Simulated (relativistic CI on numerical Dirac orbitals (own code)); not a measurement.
Calculated levels, Zn20+

Method of calculation: Dirac-Coulomb-Breit CI, separate exchange-only KLI orbitals for each configuration, model QED (radiative potential, 1s self-energy scaled to tabulated hydrogen-like ionisation energies), unscaled Slater integrals (own radial code, finite nucleus).

Configurations in the expansion (outside the closed core 1s2): 2s2.2p6, 2s2.2p5.3s, 2s2.2p5.3p, 2s2.2p5.3d, 2s.2p6.3s, 2s.2p6.3p, 2s.2p6.3d, 2s2.2p5.4s, 2s2.2p5.4p, 2s2.2p5.4d, 2s2.2p5.4f, 2s.2p6.4s, 2s2.2p4.3s2, 2s.2p6.4p, 2s.2p6.4d, 2s2.2p4.3s.3p. Levels of other configurations are missing.

| No. | Configuration | Term | J | E (Ry) | % | Next component (%) | Landé g |
| --- | --- | --- | --- | --- | --- | --- | --- |
| 1 | 2s2.2p6 | 1S | 0 | 0.000 | 100 |  |  |
| 2 | 2s2.2p5.3s | 3P° | 2 | 77.168 | 100 |  | 1.497 |
| 3 | 2s2.2p5.3s | 1P° | 1 | 77.352 | 59 | 41 3P° | 1.200 |
| 4 | 2s2.2p5.3s | 3P° | 0 | 78.952 | 100 |  |  |
| 5 | 2s2.2p5.3s | 3P° | 1 | 79.056 | 59 | 41 1P° | 1.291 |
| 6 | 2s2.2p5.3p | 3S | 1 | 79.996 | 71 | 26 3P | 1.833 |
| 7 | 2s2.2p5.3p | 3D | 2 | 80.257 | 56 | 31 1D | 1.155 |
| 8 | 2s2.2p5.3p | 3D | 3 | 80.560 | 100 |  | 1.331 |
| 9 | 2s2.2p5.3p | 1P | 1 | 80.631 | 56 | 21 3D | 1.062 |
| 10 | 2s2.2p5.3p | 3P | 2 | 80.833 | 68 | 32 1D | 1.335 |
| 11 | 2s2.2p5.3p | 3P | 0 | 81.514 | 88 | 12 1S |  |
| 12 | 2s2.2p5.3p | 3D | 1 | 81.979 | 69 | 29 1P | 0.664 |
| 13 | 2s2.2p5.3p | 3P | 1 | 82.419 | 59 | 17 3S | 1.430 |
| 14 | 2s2.2p5.3p | 3D | 2 | 82.474 | 44 | 36 1D | 1.168 |
| 15 | 2s2.2p5.3p | 1S | 0 | 83.507 | 87 | 12 3P |  |
| 16 | 2s2.2p5.3d | 3P° | 0 | 84.229 | 100 |  |  |
| 17 | 2s2.2p5.3d | 3P° | 1 | 84.338 | 89 | 11 3D° | 1.390 |
| 18 | 2s2.2p5.3d | 3F° | 4 | 84.535 | 100 |  | 1.248 |
| 19 | 2s2.2p5.3d | 3P° | 2 | 84.541 | 65 | 26 3D° | 1.367 |
| 20 | 2s2.2p5.3d | 3F° | 3 | 84.586 | 62 | 31 1F° | 1.072 |
| 21 | 2s2.2p5.3d | 1D° | 2 | 84.760 | 47 | 30 3F° | 0.938 |
| 22 | 2s2.2p5.3d | 3D° | 3 | 84.881 | 66 | 33 1F° | 1.219 |
| 23 | 2s2.2p5.3d | 3D° | 1 | 85.424 | 64 | 30 1P° | 0.709 |
| 24 | 2s2.2p5.3d | 3F° | 2 | 86.350 | 68 | 26 1D° | 0.786 |
| 25 | 2s2.2p5.3d | 3D° | 2 | 86.442 | 46 | 33 3P° | 1.235 |
| 26 | 2s2.2p5.3d | 1F° | 3 | 86.516 | 37 | 36 3F° | 1.119 |
| 27 | 2s2.2p5.3d | 1P° | 1 | 87.140 | 69 | 25 3D° | 0.898 |
| 28 | 2s.2p6.3s | 3S | 1 | 89.864 | 99 | 1 2s2.2p5.3p 3S | 1.998 |
| 29 | 2s.2p6.3s | 1S | 0 | 90.455 | 100 |  |  |
| 30 | 2s.2p6.3p | 3P° | 0 | 92.857 | 99 |  |  |
| 31 | 2s.2p6.3p | 3P° | 1 | 92.907 | 83 | 16 1P° | 1.416 |
| 32 | 2s.2p6.3p | 3P° | 2 | 93.270 | 99 |  | 1.498 |
| 33 | 2s.2p6.3p | 1P° | 1 | 93.438 | 83 | 16 3P° | 1.081 |
| 34 | 2s.2p6.3d | 3D | 1 | 97.074 | 100 |  | 0.498 |
| 35 | 2s.2p6.3d | 3D | 2 | 97.097 | 99 | 1 1D | 1.164 |
| 36 | 2s.2p6.3d | 3D | 3 | 97.142 | 100 |  | 1.332 |
| 37 | 2s.2p6.3d | 1D | 2 | 97.623 | 99 | 1 3D | 1.000 |
| 38 | 2s2.2p5.4s | 3P° | 2 | 104.261 | 100 |  | 1.497 |
| 39 | 2s2.2p5.4s | 1P° | 1 | 104.324 | 64 | 36 3P° | 1.173 |
| 40 | 2s2.2p5.4p | 3S | 1 | 105.440 | 60 | 37 3P | 1.765 |
| 41 | 2s2.2p5.4p | 3D | 2 | 105.506 | 52 | 33 1D | 1.155 |
| 42 | 2s2.2p5.4p | 3D | 3 | 105.630 | 100 |  | 1.331 |
| 43 | 2s2.2p5.4p | 1P | 1 | 105.659 | 63 | 15 3D | 1.090 |
| 44 | 2s2.2p5.4p | 3P | 2 | 105.727 | 68 | 32 1D | 1.338 |
| 45 | 2s2.2p5.4s | 3P° | 0 | 106.050 | 100 |  |  |

Energies count from the lowest computed level; ° marks odd parity.

The mean weight of the leading LS term, summed over parents, in these 45 levels is 78 %, and that of the leading jj configuration (from the same eigenvectors) 92 %, so jj coupling describes them better and the LS labels are nominal.

At this charge energies of transitions that change n are usually good to better than 1 %, and those within a shell (Δn = 0) to a few per cent.

LS names give the leading component of a level, which can be under half, so a name can repeat, a term be missing and a line seem to break the LS rules.
